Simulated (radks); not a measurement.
Values are calculated unless marked as measured or tabulated.
Dipole-allowed excitations along the series with 30 electrons in [Ar] 3d10 4s2. Level of theory: scalar-relativistic Kohn-Sham, PBE, spin-unpolarised, spherical densities, finite nucleus; Fermi nuclear charge, rms radius of each element as measured or else 0.836 A^(1/3) + 0.57 fm (a radial shooting solver on a logarithmic mesh with Libxc functionals). Time-dependent linear response with the Hartree and adiabatic LDA kernel, continuum included through the Sternheimer equations, no spin-orbit coupling, so fine structure and intercombination lines are absent. Lines are the poles of the dipole polarisability below minus the highest occupied eigenvalue, found on a grid refined at the orbital gaps; the lowest seven at most are given, and weak or close lines can be missed. The first line takes the name of the lowest orbital gap if no other gap lies below it; otherwise a line is named after a gap within 0.6 % of it, if that gap stands alone.

species  -e(HOMO) (eV)  lowest orbital gap (eV)  first line (eV)     f  static alpha (bohr^3)
Sn20+           598.02             4s-4p 52.025   61.030 (4s-4p)  1.23                 0.2683
Sb21+           647.52             4s-4p 55.025   64.381 (4s-4p)  1.22                 0.2389
Te22+           698.92             4s-4p 58.130   67.838 (4s-4p)  1.21                 0.2133
I23+            752.25             4s-4p 61.347   71.408 (4s-4p)  1.21                 0.1911
Xe24+           807.49             4s-4p 64.681   75.096 (4s-4p)  1.20                 0.1716
Cs25+           864.68             4s-4p 68.141   78.912 (4s-4p)  1.19                 0.1546
